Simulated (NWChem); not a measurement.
Species: MgSiH₃Br; SMILES [SiH3][Mg][Br]

```xyz
6

Mg     0.0847    -0.4163     0.0001
Br     0.5149     1.9051     0.0009
Si    -0.3803    -2.9391    -0.0008
H     -1.0211    -3.3939    -1.2785
H     -1.3010    -3.3432     1.1125
H      0.8761    -3.7425     0.1633
```
Atoms are numbered in this order, from 1.

Structure relaxed at the PBE0/def2-SVP level.

Task: List the 4 lowest vertical singlet excitations from B3LYP/def2-SVPD, TDA (NWChem).

Result: 
```json
[
 {"state": "S1", "energy (eV)": "5.31", "oscillator strength": "0.011", "leading excitation (squared amplitude)": "HOMO → LUMO+1 (0.56)"},
 {"state": "S2", "energy (eV)": "5.31", "oscillator strength": "0.011", "leading excitation (squared amplitude)": "HOMO → LUMO+2 (0.55)"},
 {"state": "S3", "energy (eV)": "5.49", "oscillator strength": "0.125", "leading excitation (squared amplitude)": "HOMO−2 → LUMO (0.57)"},
 {"state": "S4", "energy (eV)": "5.49", "oscillator strength": "0.125", "leading excitation (squared amplitude)": "HOMO−1 → LUMO (0.56)"}
]
```
